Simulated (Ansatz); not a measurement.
Input for Ansatz (development build ahead of 0.2.0):

```yaml
crystal:
  periodic: [false, false, false]
  atoms:
    - { symbol: S, position_ang: [0.0, 0.0, 0.0] }
    - { symbol: F, position_ang: [1.3281, -0.1531, -0.8433] }
    - { symbol: F, position_ang: [-1.3281, 0.1531, 0.8433] }
    - { symbol: F, position_ang: [0.6323, 1.2249, 0.7735] }
    - { symbol: F, position_ang: [-0.6323, -1.2249, -0.7735] }
    - { symbol: F, position_ang: [0.5786, -0.9872, 1.0904] }
    - { symbol: F, position_ang: [-0.5786, 0.9872, -1.0904] }
basis:
  gaussian: { orbitals: def2-SVP }
total_charge: 1
magnetization:
  spin_polarized: true
  initial_magnetization: 1
hamiltonian:
  xc: hf
output:
  forces: true
```

The input is written out in the form of the current development build from the run's settings.

Output:

* Converged: yes
* Total energy: -992.78449 hartree
* Spin squared of the determinant: 0.757
* Stability test: minimum

Forces (eV/Å):
| atom | Fx | Fy | Fz |
| --- | --- | --- | --- |
| S1 | -6.496 | -12.584 | -7.947 |
| F2 | -1.341 | 1.764 | 2.309 |
| F3 | 2.910 | 1.273 | -0.391 |
| F4 | 2.811 | 5.446 | 3.439 |
| F5 | 1.104 | 2.139 | 1.352 |
| F6 | -0.434 | 2.583 | -1.151 |
| F7 | 1.446 | -0.622 | 2.389 |

Caution: the determinant breaks the point group.
